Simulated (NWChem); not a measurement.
Molecule: InSiH5; SMILES [InH2][SiH3]

```xyz
7

In    -0.0008     0.6451     0.0007
H      1.5068     1.5124    -0.0071
H     -1.4833     1.5537    -0.0066
Si    -0.0022    -1.9438     0.0009
H      0.5019    -2.4540    -1.3160
H     -1.3627    -2.5277     0.2217
H      0.9068    -2.4842     1.0626
```
Atoms are numbered in this order, from 1.

Computed with NWChem. Geometry: optimised at PBE0/def2-SVP. def2 effective core potentials on In; no spin-orbit coupling. B3LYP is NWChem's, with the RPA form of VWN correlation. Vertical excitations in the gas phase; the lowest state need not have the same character in each row.

```csv
level,"lowest excitation, singlet (eV)",oscillator strength of that lowest state,orbital gap (eV)
"PBE/def2-SVP, TDA",3.73,0.003,3.49
"B3LYP/def2-SVP, TDA",3.87,0.003,4.78
"PBE0/def2-SVP, TDA",4.02,0.004,5.25
"CAM-B3LYP/def2-SVP, TDA",4.02,0.003,7.30
```
